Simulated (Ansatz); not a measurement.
Calculated with Ansatz (gas phase, PBE0-D4/def2-TZVP geometries, no zero-point term in ΔE). CCSD(T)/CBS is the MP2 limit (def2-TZVPP, def2-QZVPP) plus CCSD(T) − MP2 in def2-TZVPP, frozen cores. Functionals use def2-TZVPP. B3LYP here is the variant with VWN-RPA as its local correlation; programs differ in this. For Ge, Se outer-core shells are correlated without core-valence functions, which leaves a few kJ/mol of doubt a bond. Scalar relativity is left out up to krypton. One conformer a species, not always the lowest.

`[SeH][SiH]1C[SiH2]1` + `[CH3][GeH2][SH]` → `[CH3][GeH2][SeH]` + `S[SiH]1C[SiH2]1`  (redistribution)

`[SeH][SiH]1C[SiH2]1`:

Z-matrix (Å, degrees):
```
Si
C 1 1.894
Si 1 2.245 2 53.8
Se 1 2.266 2 117.3 3 -106.1
H 1 1.482 2 115.6 3 113.4
H 2 1.089 1 116.7 3 -112.0
H 2 1.088 1 117.2 3 111.8
H 3 1.482 1 121.8 2 101.1
H 3 1.481 1 121.4 2 -101.6
H 4 1.472 1 94.2 2 -76.6
```

`[CH3][GeH2][SH]`:

Z-matrix (Å, degrees):
```
C
Ge 1 1.945
H 1 1.090 2 110.0
H 1 1.091 2 110.0 3 119.9
H 1 1.090 2 110.0 3 -120.1
S 2 2.231 1 105.6 3 60.1
H 2 1.541 1 111.7 3 178.9
H 2 1.541 1 111.7 3 -58.7
H 6 1.343 2 95.0 1 -179.9
```

`[CH3][GeH2][SeH]`:

Cartesian coordinates in Å:
```
C -0.996 0.782 -0.083
Ge 0.826 0.093 -0.143
Se 1.033 -1.846 1.192
H -1.689 0.043 -0.487
H -1.274 0.999 0.948
H -1.071 1.695 -0.676
H 1.829 1.079 0.480
H 1.245 -0.235 -1.587
H 0.097 -2.610 0.357
```

`S[SiH]1C[SiH2]1`:

```xyz
10

S     1.868    1.289    1.243
Si    0.910   -0.273    0.166
C    -0.574    0.193   -0.910
Si   -1.242   -0.714    0.621
H     2.531    1.791    0.184
H     1.834   -1.273   -0.419
H    -0.668   -0.316   -1.868
H    -0.815    1.251   -0.994
H    -2.008    0.104    1.588
H    -1.836   -2.052    0.388
```

| level | ΔE (kJ/mol) | difference from CCSD(T)/CBS |
| --- | --- | --- |
| r2SCAN-D4 | -6.9 | -1.5 |
| PBE0-D4 | -6.5 | -1.1 |
| B3LYP-D4 | -7.4 | -2.0 |
| ωB97X-V | -6.7 | -1.3 |
| ωB97M-V | -7.2 | -1.8 |
| B2PLYP | -7.1 | -1.7 |
| PBE | -6.9 | -1.5 |
| PBE0 | -6.7 | -1.3 |
| HF/def2-TZVPP | -7.2 | -1.8 |
| MP2/def2-TZVPP | -5.7 | -0.3 |
| SCS-MP2/def2-TZVPP | -5.9 | -0.5 |
| CCSD/def2-TZVPP | -6.2 | -0.8 |
| HF/def2-QZVPP | -7.1 | -1.7 |
| SCS-MP2/def2-QZVPP | -5.5 | -0.1 |
| HF/CBS(def2) | -7.1 | -1.7 |
| CCSD/CBS(def2) | -5.7 | -0.3 |
| CCSD(T)/CBS | -5.4 | 0 |

Largest T1 diagnostic among the species: 0.012.
